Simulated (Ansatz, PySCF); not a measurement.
Species: C2H6BrSi, charge 0, multiplicity 2. It need not be the lowest isomer of its formula. 
Coordinates optimised at B3LYP-D3(BJ)/def2-TZVP (Ansatz, a quantum-chemistry and plane-wave program):
```xyz
10

Si     0.2268     0.0557    -1.0185
C     -1.0187    -1.1603    -1.7246
C     -0.2544     1.8329    -1.3906
Br     0.2675    -0.2053     1.2275
H     -0.7569    -2.1869    -1.4696
H     -1.0552    -1.0697    -2.8125
H     -2.0142    -0.9478    -1.3246
H     -0.2718     1.9980    -2.4702
H      0.4487     2.5347    -0.9428
H     -1.2513     2.0401    -0.9912
```
Charge 0, spin multiplicity 2.

Total electronic energies in hartree. Cores are frozen in the correlated levels unless marked. UHF or UKS for open shells. Spin-orbit coupling is left out. Frozen are the shells of the preceding noble gas and the d and f shells that filled before the atom's block. Non-relativistic. Basis-set limits of correlation are two-point, X^-3; Hartree-Fock from the larger set. The bracket is a focal-point correction in the basis named.

```json
[
 {"level": "HF/STO-3G", "program": "Ansatz", "energy (Eh)": "-2908.61595"},
 {"level": "PBE/def2-TZVPD", "program": "Ansatz", "energy (Eh)": "-2942.88493"},
 {"level": "r2SCAN-D3(BJ)/def2-TZVPD", "program": "Ansatz + dftd3", "energy (Eh)": "-2943.45155"},
 {"level": "BHLYP/def2-TZVPD", "program": "Ansatz", "energy (Eh)": "-2943.47659"},
 {"level": "TPSSh-D3(BJ)/def2-TZVPD", "program": "PySCF + dftd3", "energy (Eh)": "-2943.49021"},
 {"level": "LC-wPBE-D4/def2-TZVPD", "program": "Ansatz + dftd4", "energy (Eh)": "-2943.05300"},
 {"level": "LC-wPBE/def2-TZVPD", "program": "Ansatz", "energy (Eh)": "-2943.04342"},
 {"level": "CCSD(T)/6-31G*", "program": "Ansatz", "energy (Eh)": "-2940.79213"},
 {"level": "RI-MP2/CBS(def2-TZVPP,def2-QZVPP)+[CCSD(T)-MP2]/def2-TZVPP", "program": "Ansatz", "energy (Eh)": "-2941.4981"}
]
```

Totals of different functionals don't rank their quality; only differences between species are comparable.
